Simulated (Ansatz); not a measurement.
Name a neutral molecule of B, C, Ge, N, O and H with size of the dipole moment (ωB97M-V/def2-TZVPP) between 1.50 and 1.80 D and HOMO energy (ωB97M-V/def2-TZVPP) between -9.05 and -8.75 eV (Ansatz, PBE0-D4/def2-TZVP geometry).

`OB/C=[N]/[GeH3]` (1.53 D, -9.03 eV). Other molecules can fit too; these were computed, each in one conformer that needn't be the lowest.
